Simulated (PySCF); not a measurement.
C₅H₉OSi (doublet state).
Structure used (GFN2-xTB), in Å, numbered top down from 1:
```xyz
16
C5H9OSi angstrom
O     -2.6675   -0.9346   -0.0562
C     -1.6964   -0.1222    0.5580
C     -0.6757    0.4564   -0.4299
C      0.2448   -0.6125   -0.9458
C      1.5275   -0.5846   -0.6221
C      2.0523    0.5332    0.2250
Si     0.5285    1.6701    0.4397
H     -2.2173   -1.6488   -0.5206
H     -1.1678   -0.6844    1.3431
H     -2.2595    0.6854    1.0327
H     -1.2435    0.8861   -1.2611
H     -0.1651   -1.3937   -1.5732
H      2.2215   -1.3415   -0.9608
H      2.4121    0.1446    1.1816
H      2.9152    0.9941   -0.2581
H      0.1833    1.9613    1.8363
```

The hyperfine couplings belong to this conformer and change with its torsions.

The species is `OC[C@@H]1C=CC[SiH]1` [radical].

The calculation used UKS B3LYP, pcH-1 on C H O Si, non-relativistic, mean-field spin-orbit, GIAO (PySCF). The structure is a single GFN2-xTB conformer in the gas phase; no vibrational or solvent corrections. Couplings are sensitive to structure, and on GFN2-xTB geometries they can be far from those on DFT ones, by a factor of two or more for some ions and for spin on atoms past the first row. The SCF solution wasn't tested for stability.

Task: Where do the isotropic ENDOR lines of H16, H14, H15, H11, H13, H12, H9 and H8 fall at 3360.5 mT, to first order?

Result: For S = 1/2 in fast tumbling each set of equivalent nuclei gives two lines, ν± = |νn ± a/2| to first order, with νn = g_N μN B/h and μN/h = 7.62259 MHz/T.

```json
{"nuclei": "H16", "isotope": "1H", "g_N": "5.5857", "νn (MHz)": "143.08", "a_iso (MHz)": "73.74", "lower line (MHz)": "106.21", "upper line (MHz)": "179.95"}
{"nuclei": "H14", "isotope": "1H", "g_N": "5.5857", "νn (MHz)": "143.08", "a_iso (MHz)": "33.57", "lower line (MHz)": "126.29", "upper line (MHz)": "159.87"}
{"nuclei": "H15", "isotope": "1H", "g_N": "5.5857", "νn (MHz)": "143.08", "a_iso (MHz)": "23.26", "lower line (MHz)": "131.45", "upper line (MHz)": "154.71"}
{"nuclei": "H11", "isotope": "1H", "g_N": "5.5857", "νn (MHz)": "143.08", "a_iso (MHz)": "18.94", "lower line (MHz)": "133.61", "upper line (MHz)": "152.55"}
{"nuclei": "H13", "isotope": "1H", "g_N": "5.5857", "νn (MHz)": "143.08", "a_iso (MHz)": "4.86", "lower line (MHz)": "140.65", "upper line (MHz)": "145.51"}
{"nuclei": "H12", "isotope": "1H", "g_N": "5.5857", "νn (MHz)": "143.08", "a_iso (MHz)": "4.10", "lower line (MHz)": "141.03", "upper line (MHz)": "145.13"}
{"nuclei": "H9", "isotope": "1H", "g_N": "5.5857", "νn (MHz)": "143.08", "a_iso (MHz)": "-1.00", "lower line (MHz)": "142.58", "upper line (MHz)": "143.58"}
{"nuclei": "H8", "isotope": "1H", "g_N": "5.5857", "νn (MHz)": "143.08", "a_iso (MHz)": "-0.51", "lower line (MHz)": "142.83", "upper line (MHz)": "143.34"}
```

Task: Which pairs are centred on the nuclear Larmor frequency, and which on half the coupling?

Result: Centred on νn, since |a| < 2νn: H16, H14, H15, H11, H13, H12, H9 and H8. No pair has |a| > 2νn.
